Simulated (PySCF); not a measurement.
## Does the structure fit the spectrum?

A compound C7H16P2 gives the data below (simulated from a calculation) and was assigned the structure `CC(C)=PCCP(C)C`.

¹³C{¹H} NMR (computed): δ 37.5 (CH), 36.0 (CH), 17.5 (CH3), 13.7 (CH3), 11.5 (CH3, 2C), -5.1 (CH2).

¹H NMR (600 MHz, computed): δ 1.69 (m, 3H), 1.60 (m, 1H), 1.54 (m, 3H), 1.16 (m, 1H), 1.10 (m, 6H), 0.41 (m, 2H).

[PySCF 2.14.0 with density-fitted response routines: structure optimised with GFN2-xTB; shielding tensors at PBE0/pcSseg-1 (GIAO); a single conformation; no relativistic terms; in vacuum; fast rotation and ring inversion assumed for equivalent nuclei]

References, each an isolated molecule treated in the same way: ¹H, ¹³C vs TMS.

**Question.** Compare with the shifts computed for the proposed structure, pairing carbons in order of shift.

**Answer.** Atoms are numbered as in `[CH3:1][C:2]([CH3:3])=[P:4][CH2:5][CH2:6][P:7]([CH3:8])[CH3:9]`; H(Xn) means a hydrogen on atom n.

| atom | computed for proposal | given list | difference |
| --- | --- | --- | --- |
| C2 | 213.2 | 37.5 | +175.7 |
| C6 | 37.3 | 36.0 | +1.3 |
| C3 | 32.1 | 17.5 | +14.6 |
| C5 | 28.9 | 13.7 | +15.2 |
| C1 | 28.3 | 11.5 | +16.8 |
| C8 | 18.2 | 11.5 | +6.7 |
| C9 | 18.2 | -5.1 | +23.3 |

The rms difference is 67.8 ppm and the largest +175.7 ppm at C2 (carbon double-bonded to a heavier main-group atom). The carbon types in order of shift don't match either: C, CH2, CH3, CH2, CH3, CH3, CH3 for the proposal against CH, CH, CH3, CH3, CH3, CH3, CH2 in the data. The proposal doesn't fit.

**Question.** Which isomer fits?

**Answer.** `C=P1(P(C)C)[C@@H](C)[C@@H]1C`.

- δC 37.5, 36.0: three-membered-ring carbon.
- δC 17.5, 13.7: methyl carbon; saturated and bonded to C and H only.
- δC 11.5: methyl carbon bonded to P.
- δH 1.10: hydrogen on a methyl carbon bonded to P.

The data come from this structure; uniqueness wasn't tested.

Splittings by ³¹P in the carbon and heteronuclear signals aren't shown, as no couplings were computed. Shifts are as computed. Against solution values, carbons near 30 ppm lie about +3 ppm off and those near 130 ppm about +5 ppm. Of 1211 compounds with measured shifts, 218 miss one by over three times the rms of a fit or turn the order of signals round; such compounds aren't used in these exercises. Multiplicities follow the n + 1 count of equivalent neighbours, as no J values were calculated; m marks all less simple cases, F and P coupling included.
